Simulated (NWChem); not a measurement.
Species: CH₅O cation; SMILES C[OH2+]

```xyz
7

C     -0.0030    -0.7782     0.0000
O     -0.0643     0.7067     0.0000
H     -0.5396    -1.0906    -0.9020
H     -0.5396    -1.0906     0.9020
H      1.0471    -1.0936     0.0000
H      0.2823     1.1453    -0.8022
H      0.2823     1.1453     0.8022
```
Atoms are numbered in this order, from 1.

All runs: NWChem. Medium grid unless said otherwise, to which SCAN and Minnesota functionals are sensitive. All runs use the structure optimised with PBE0/def2-SVP. Total energies of different functionals are on different scales.

```
level                                             energy (Ha)  highest occupied level (eV)  orbital gap (eV)
------------------------------------------------  -----------  ---------------------------  ----------------
B3LYP/def2-SVP                                      -115.9355                       -16.91             10.50
PBE/def2-SVP                                        -115.7892                       -15.44              8.36
M06-L/def2-SVP                                      -115.9137                       -15.84              9.24
RPBE/def2-SVP                                       -115.9302                       -15.45              8.35
KT2/def2-SVP                                        -117.6505                       -15.58              8.45
r2SCAN/def2-SVP                                     -115.8642                       -15.86               ___
LC-BLYP (range parameter 0.33 per bohr)/def2-SVP    -115.6550                       -19.46             15.25
LDA (Slater exchange, PW92)/def2-SVP                -114.9851                       -15.42              8.29
```

### Question
Complete the blanks.

### Answer

- r2SCAN/def2-SVP, orbital gap (eV): 9.57
